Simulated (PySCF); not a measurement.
## Excitation energy of Sr by level of theory

Sr [Kr] 5s2 (1S) → Sr [Kr] 5p2 (3P), as a difference of total energies. Calculation: PySCF 2.14, in ANO-RCC-VTZP; the spin-free X2C one-electron Hamiltonian (Gaussian nucleus). Correlated levels: valence and next inner shell: [Ar] 3d10 frozen. The calculations carry no spin-orbit coupling.

```tsv
method	excitation energy (eV)	error (eV)
UHF	3.883	-0.522
MP2 (valence and next inner shell)	4.658	+0.253
SCS-MP2 (valence and next inner shell)	4.704	+0.299
CCSD (valence and next inner shell)	4.613	+0.208
CCSD(T) (valence and next inner shell)	4.644	+0.239
```

Reference: 4.405 eV (measured; NIST levels, between the centres of gravity of the two terms).

Errors of the correlated levels include the incompleteness of this basis and the frozen core.

The basis was made for the ground configuration and has no added diffuse functions, so the excitation energy can come out too high.

The coupled-cluster amplitudes are large for the upper state (T1 above 0.03 or a double amplitude above 0.15), so a single reference is strained.
